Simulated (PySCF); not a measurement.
Molecule: SMILES N#CC1=C(Cl)[C@@H]2C=C[C@H]12, C₇H₄ClN.

Bonds (- single, = double, # triple, : aromatic): N1#C2, C2-C3, C3=C4, C4-Cl5, C4-C6, C6-C7, C7=C8, C8-C9, C9-C3, C9-C6. C6 carries H10; C7 carries H11; C8 carries H12; C9 carries H13. Stereochemistry as in N#CC1=C(Cl)[C@@H]2C=C[C@H]12.

Frames of a GFN2-xTB Langevin trajectory at 300 K; GIAO PBE0/pcSseg-1 shieldings in PySCF, gas phase, non-relativistic; equivalent atoms averaged within each frame.

Shifts are taken against calculated references (same method and geometry level): NH3 for ¹⁵N (σref 267.73); TMS for ¹³C (σref 186.93), ¹H (σref 31.72); ³⁵Cl (σref 949.78) vs HCl. The references are static minima.

How do the shifts (ppm) fluctuate along the trajectory?

Answers


```csv
time (fs),N1,C4,C8,C7,C3,C2,C6,C9,Cl5,H12
250,343.1,171.2,156.9,150.1,121.7,118.7,59.0,51.8,294,7.58
425,326.9,172.0,155.3,147.9,130.8,111.2,61.4,51.1,288,6.30
625,324.8,172.6,152.7,149.7,124.1,114.6,58.2,45.2,332,7.23
800,348.8,181.1,159.5,160.6,131.5,117.8,61.4,53.6,345,6.80
1000,344.0,171.4,175.8,159.1,127.9,116.8,57.8,52.8,306,8.86
mean of frames,337.5,173.7,160.1,153.5,127.2,115.8,59.6,50.9,313,7.35
standard deviation,10.9,4.2,9.1,5.9,4.2,3.0,1.8,3.3,25,0.97
```

5 frames give an uncertainty of the mean of about the standard deviation over 2.2 at best, since frames this close in time may not be independent; classical motion lacks zero-point vibration, and the reference would need the same averaging.
